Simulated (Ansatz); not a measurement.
`[SiH3][S][AlH][SH]` + `O[Si]1(F)CO1` → `[F][AlH][S][SiH3]` + `O[Si]1(S)CO1`  (redistribution)

Computed with Ansatz on PBE0-D4/def2-TZVP structures; ΔE is electronic, products minus reactants. CCSD(T)/CBS is the MP2 limit (def2-TZVPP, def2-QZVPP) plus CCSD(T) − MP2 in def2-TZVPP, frozen cores. Functionals use def2-TZVPP. One conformer a species, not always the lowest.

(1) Is it downhill or uphill in electronic energy at CCSD(T)/CBS, and by how much? (Best estimate.)

(2) What do these levels give: PBE-D4, PBE0-D4, ωB97X-V, ωB97M-V, PBE, r2SCAN, PBE0, MP2/def2-TZVPP, SCS-MP2/def2-TZVPP, CCSD(T)/def2-TZVPP, HF/def2-QZVPP, CCSD/CBS(def2)? (Estimate.)

Largest T1 diagnostic among the species: 0.013.

Results:

(1) Computed: Uphill: ΔE = +7.8 kJ/mol.

(2) The calculation gave: PBE-D4 4.0, PBE0-D4 7.9, ωB97X-V 6.3, ωB97M-V 7.5, PBE 2.7, r2SCAN 8.5, PBE0 6.6, MP2/def2-TZVPP 7.2, SCS-MP2/def2-TZVPP 7.8, CCSD(T)/def2-TZVPP 10.0, HF/def2-QZVPP 15.1, CCSD/CBS(def2) 8.5 kJ/mol.

From PBE to PBE0 (25 % exact exchange), in def2-TZVPP and without D4, ΔE moves by +3.9 kJ/mol. In def2-TZVPP, CCSD(T) changes the Hartree–Fock value by −6.2 kJ/mol (the triples alone add −0.7 kJ/mol) and MP2 by −9.0 kJ/mol.
